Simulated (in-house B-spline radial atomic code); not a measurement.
Configurations of the nitrogen ion N⁺, with energies counted from [He] 2s2 2p2. Level of theory: scalar-relativistic (X2C) BHandHLYP, spin-polarised, spherical fractional occupations, exact exchange averaged over the configuration, Fermi nucleus of rms radius 2.5582 fm; calculated with a radial B-spline atomic code at the basis-set limit. Shells without spins written out take the highest spin.

Occupations are held fixed; configurations that lie above the ionisation limit could autoionise.

| configuration | E - E(ref) (eV) | highest orbital | its <r> (bohr) |
| --- | --- | --- | --- |
| [He] 2s2 2p1 3d1 | 23.468 | 3d up | 4.741 |
| [He] 2s1 2p2 3d1 | 30.399 | 3d up | 4.743 |

Problem. Order these further configurations by energy, lowest first.
A. [He] 2s1 2p3
B. [He] 2s1 2p2 3s1
C. [He] 2s2 2p1 3s1

Solution. A (6.3141 eV), C (18.734 eV), B (25.674 eV).
